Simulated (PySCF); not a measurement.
BiHCl₂, SMILES [Cl][BiH][Cl]. Heavy atoms are numbered as in [BiH:1]([Cl:3])[Cl:4]. Hydrogens are named by the atom that carries them.

Geometry: PBE0-D3(BJ)/def2-TZVP. The def2 effective core potentials stand for the cores of Bi; spin–orbit coupling is left out.

The numbers are results of HF/def2-TZVPD run with PySCF, not measurements.

Mulliken values depend strongly on the basis, most of all with diffuse functions as here. ESP charges are fitted to the potential on shells at 1.4 to 2.0 van der Waals radii. Atomic charges (e), one atom of each kind:

| atom | ESP fit | Mulliken |
|---|---|---|
| Bi1 (BiH) | … | 0.96 |
| H on Bi1 | … | -0.01 |
| Cl3 | … | -0.47 |

**Question.** Some entries are withheld; supply them. (Estimate from the structure and the level; the computed values follow.)

**Answer.** 
- Bi1 (BiH), ESP fit: 0.62
- H on Bi1, ESP fit: -0.06
- Cl3, ESP fit: -0.28
